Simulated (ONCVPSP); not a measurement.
**lanthanum: one change to an ONCV potential, before and after**

ONCVPSP 4.0.1 input, shortened (lines: element, Z, core and valence counts, functional; n l f; lmax; l rc ep ncon nbas qcut; lloc lpopt rc5 dvloc0; l nproj debl; icmod fcfact rcfact), LDA (Perdew-Wang 92), scalar-relativistic:

```
  La 57.00    9    4  -001012      upf
    1    0    2.00
    2    0    2.00
    2    1    6.00
    3    0    2.00
    3    1    6.00
    3    2   10.00
    4    0    2.00
    4    1    6.00
    4    2   10.00
    5    0    2.00
    5    1    6.00
    5    2    1.00
    6    0    1.50
    3
    0    2.60    0.00    4    9    5.40
    1    2.90    0.00    4    7    5.00
    2    3.35    0.00    5   10    5.30
    3    2.80    0.24    3    7    4.00
    4    4    1.70    0.00
    0    2    0.80
    1    2    3.60
    2    3    3.40
    3    2    3.70
    4    0.30    0.00
```

In the f channel the program set the typed energies aside and used -0.272, 3.428 Ha.

Change: d: qcut 6.5.

Cutoffs: the cutoffs (Ha) at which the residual kinetic energy of the hardest occupied pseudo-wave falls to 1 and 0.1 mHa per electron; they do not see the model core or the augmentation charge, which bear on the density cutoff. Errors are all-electron minus pseudo energies relative to the spin-unpolarised reference configuration.

Q: Predict the effect on cutoff, ghosts and configuration errors.

A: The potential gets neither clearly harder nor softer (8.7 Ha and 11 Ha → 8.7 Ha and 11 Ha); the errors of the 4 common tests hardly move; the range in which the d phases agree narrows (upper end at the end of the scan → 0.7); neither file shows a bound ghost.

| quantity | base | changed |
| --- | --- | --- |
| cutoff, loose | 8.7 Ha | 8.7 Ha |
| cutoff, tight | 11 Ha | 11 Ha |
| loose cutoff by channel | s 8.7 Ha, p 5.0 Ha, d 6.0 Ha | s 8.7 Ha, p 5.0 Ha, d 5.6 Ha |
| bound ghosts | none | none |
| GHOST(+) flags under 300 eV | s at 93.5 eV | s at 93.5 eV |
| error for 5s2 5p6 5d1 6s2, meV [ΔE -2.48 eV] | +0.3 | +0.3 |
| error for 5s2 5p6 5d1 6s1, meV [ΔE 3.68 eV] | -0.7 | -0.7 |
| error for 5s2 5p6 5d1 6s0, meV [ΔE 14.82 eV] | -3.9 | -4.1 |
| error for 5s2 5p6 5d1 6s1 6p1, meV [ΔE -0.02 eV] | +12 | +12 |
| s: phases at 2.64 bohr within 0.05 rad from the reference energy up to (Ha; the scan ends near 5) | 2.9 | 2.9 |
| p: phases at 2.94 bohr within 0.05 rad from the reference energy up to (Ha; the scan ends near 5) | 0.3 | 0.3 |
| d: phases at 3.40 bohr within 0.05 rad from the reference energy up to (Ha; the scan ends near 5) | to the end of the scan | 0.7 |
| f: phases at 2.84 bohr within 0.05 rad from the reference energy up to (Ha; the scan ends near 5) | -0.2 | -0.2 |
| rms error of d²Exc/dni dnj with the model core, mHa | 0.14 | 0.15 |

Base: The cutoffs count occupied waves only; projector 2 of the f channel, the hardest unoccupied one, needs 61 Ha at the loose tolerance. Changed file: The cutoffs count occupied waves only; projector 2 of the f channel, the hardest unoccupied one, needs 61 Ha at the loose tolerance.
